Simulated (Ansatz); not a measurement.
SiClMe3 (C₃H₉ClSi). Total charge 0; triplet. Geometry PBE-D4/def2-SVP, that of the neutral singlet; atoms count from 1.

Cartesian coordinates in Å:
```
Si 0.357 0.197 0.050
Cl 2.190 1.208 0.306
C 0.718 -1.400 -0.878
H 1.182 -1.188 -1.862
H -0.220 -1.969 -1.051
H 1.412 -2.044 -0.302
C -0.777 1.326 -0.941
H -0.949 2.281 -0.406
H -1.761 0.838 -1.107
H -0.335 1.560 -1.931
C -0.343 -0.147 1.763
H -0.519 0.797 2.316
H 0.356 -0.769 2.358
H -1.309 -0.690 1.685
```

At PBE0-D4/def2-TZVP a singlet of charge 0 lies 7.71 eV below the triplet at the same geometry.

Question: Estimate the Mulliken populations from the PBE0/def2-TZVP orbitals of Ansatz.

Answer: 
| atom | charge (e) | spin (α − β) |
| --- | --- | --- |
| Si1 | 0.02 | 0.89 |
| Cl2 | 0.02 | 0.65 |
| C3 | -0.38 | 0.21 |
| H4 | 0.16 | 0.00 |
| H5 | 0.12 | 0.09 |
| H6 | 0.16 | 0.00 |
| C7 | -0.45 | 0.02 |
| H8 | 0.14 | 0.01 |
| H9 | 0.12 | 0.04 |
| H10 | 0.14 | 0.00 |
| C11 | -0.45 | 0.02 |
| H12 | 0.14 | 0.01 |
| H13 | 0.14 | 0.00 |
| H14 | 0.12 | 0.04 |
Mulliken values depend strongly on the basis.

Question: Where does the spin sit?

Answer: Summed by element: Si 0.89, Cl 0.65, C 0.26, H 0.20, of 2 unpaired in all. Largest on single atoms: Si1 0.89, Cl2 0.65, C3 0.21.

Question: And the Mayer bond orders between heavy atoms (over 0.3)?

Answer: Si1–Cl2 0.70 (2.11 Å); Si1–C3 0.75 (1.88 Å); Si1–C7 0.94 (1.88 Å); Si1–C11 0.94 (1.88 Å).
